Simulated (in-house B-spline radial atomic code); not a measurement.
Atomic self-consistent-field run: Ir+ (an excited or competing configuration). Method: Dirac-Hartree-Fock, average of the jj configuration, Fermi nucleus of rms radius 5.4032 fm. Calculated with a radial B-spline atomic code at the basis-set limit.

In the input, a minus or plus after the letter marks the j = l - 1/2 or j = l + 1/2 subshell.

Command:
```bash
python run_scf.py task.json out
```
Settings (nuclear radius in fm, mass in u):
```
Z                77
configuration    1s2 2s2 2p6 3s2 3p6 3d10 4s2 4p6 4d10 4f14 5s2 5p6 5d-2 5d+5 6s1
hamiltonian      dirac
method           hf
spin_polarised   False
nucleus          fermi
rms_radius       5.4032
atomic_mass      192.96292
speed_of_light   137.035999084
```

Output (hartree, bohr):
```
 radial grid: 81 intervals, B-splines of order 8, outer radius 60 bohr

 iter        energy (Eh)    residual
    1      -17845.325202    7.52e-01
    2      -17845.785750    1.63e-01
    3      -17846.438727    2.01e-02
    4      -17846.441855    5.84e-03
    5      -17846.442262    9.56e-04
    6      -17846.442278    2.12e-04
    7      -17846.442280    1.92e-04
    8      -17846.442281    4.71e-05
    9      -17846.442281    3.26e-06
   10      -17846.442281    4.98e-07

 total energy                    -17846.44228
 kinetic                           20319.6495
 electron-nucleus                 -44764.7392
 electron-electron                  6598.6474

 first-order corrections (not in the total)
   Gaunt                            22.1303
   retardation                      -2.3461
   frequency dependence             -0.4089
   self-energy                      16.3393
   Uehling                          -3.2103
   Wichmann-Kroll                    0.1352
   recoil                            0.0309

 orbital      occ     eigenvalue          <r>       <r^2>       <1/r>     <1/r^3>       r_max    small
 1s1/2      2.000     -2815.6690     0.017439 0.000419549     92.1333           -     0.01082  8.50e-02
 2s1/2      2.000      -498.0202    0.0729216  0.00635452     22.5691           -     0.06246  1.94e-02
 2p1/2      2.000      -476.0635    0.0602481  0.00452851     22.4857           -     0.04627  1.94e-02
 2p3/2      4.000      -416.1435    0.0685178   0.0057171      18.577     18706.2     0.05339  1.74e-02
 3s1/2      2.000      -119.1254     0.189538   0.0412327     8.29973           -      0.1756  6.47e-03
 3p1/2      2.000      -109.3401     0.179999   0.0378033      8.1994           -      0.1644  6.40e-03
 3p3/2      4.000       -96.0314     0.195126   0.0442216     7.18931     4323.64      0.1788  5.82e-03
 3d3/2      4.000       -79.9105     0.170588   0.0341833     7.06583      747.52      0.1398  5.67e-03
 3d5/2      6.000       -77.0666     0.175222    0.035937     6.83202     627.555      0.1438  5.51e-03
 4s1/2      2.000       -26.9484     0.423307    0.202304     3.47894           -      0.3978  2.13e-03
 4p1/2      2.000       -22.7803     0.427381    0.207879     3.36626           -      0.3972  2.04e-03
 4p3/2      4.000       -19.5998     0.459219    0.239765     3.03336     1016.96      0.4263  1.84e-03
 4d3/2      4.000       -12.7617     0.471725    0.257511     2.81937     156.687      0.4216  1.63e-03
 4d5/2      6.000       -12.1709     0.482597    0.269321     2.73879     128.905       0.431  1.58e-03
 4f5/2      6.000        -3.4077     0.526161    0.336843     2.34229     25.7279      0.3946  1.20e-03
 4f7/2      8.000        -3.2910     0.534459    0.348123     2.30734     24.4543      0.3995  1.17e-03
 5s1/2      2.000        -4.5560     0.992991     1.10692     1.35878           -      0.8992  4.86e-04
 5p1/2      2.000        -3.1232      1.07632     1.31012     1.24072           -       0.954  4.17e-04
 5p3/2      4.000        -2.6544      1.17339     1.55889     1.11775     150.638       1.032  3.54e-04
 5d3/2      2.000        -0.7946      1.60442     3.03112    0.814579      13.213       1.268  1.95e-04
 5d5/2      5.000        -0.7525       1.6661     3.27186      0.7819     10.3609        1.31  1.80e-04
 6s1/2      1.000        -0.5870      2.82376     9.02206    0.448233           -       2.421  6.08e-05
```

Cost of the run: 1.9 s on 1 thread of Arm Neoverse V1 (shared host).

For the Dirac Hamiltonian the kinetic term is c α·p + (β - 1)c².
